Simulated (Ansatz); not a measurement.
Molecule: C4H6SSi, net charge 0, singlet state. SMILES: [SiH3]c1ccsc1
Coordinates optimised at B3LYP-D3(BJ)/def2-TZVP (Ansatz, a quantum-chemistry and plane-wave program):
```xyz
12

Si     2.3513    -0.3340     0.3570
C      0.5144    -0.1307     0.1386
C     -0.4977    -0.8308     0.8716
C     -1.7652    -0.4868     0.5069
S     -1.7627     0.6982    -0.7382
C     -0.0460     0.7320    -0.7693
H      2.7605     0.0025     1.7421
H      2.7649    -1.7329     0.0905
H      3.0466     0.5686    -0.5895
H     -0.2868    -1.5616     1.6401
H     -2.6960    -0.8625     0.8993
H      0.4635     1.3879    -1.4571
```
Charge 0, spin multiplicity 1.

Wanted: atomisation energy, in kcal/mol. Terms: atomisation electronic, to ground-state atoms; non-relativistic; no dispersion term unless named; UHF or UKS for open shells; spin-orbit terms left out. Ab initio and DFT rows: single points at B3LYP-D3(BJ) geometries (Ansatz). The Hartree-Fock reference of [SiH3]c1ccsc1 is unstable towards a lower, spin-broken solution.

```csv
species,coefficient,"E at HF/3-21G (Ansatz), Eh","E at wB97M-V/def2-TZVPD (Ansatz), Eh"
[SiH3]c1ccsc1,-1,-837.02146,-843.67129
C atom,+4,-37.48107,-37.84643
H atom,+6,-0.49620,-0.49411
S atom,+1,-395.55134,-398.09150
Si atom,+1,-287.34443,-289.35271
```

 1 Eh = 627.5095 kcal/mol.

Task: Compute it at each level from the table.

Result: 
- HF/3-21G: the sum of coefficient times E is 1.22421 Eh, or 768.20 kcal/mol. Result: 768.2 kcal/mol.
- wB97M-V/def2-TZVPD: the sum of coefficient times E is 1.87670 Eh, or 1177.65 kcal/mol. Result: 1177.6 kcal/mol.
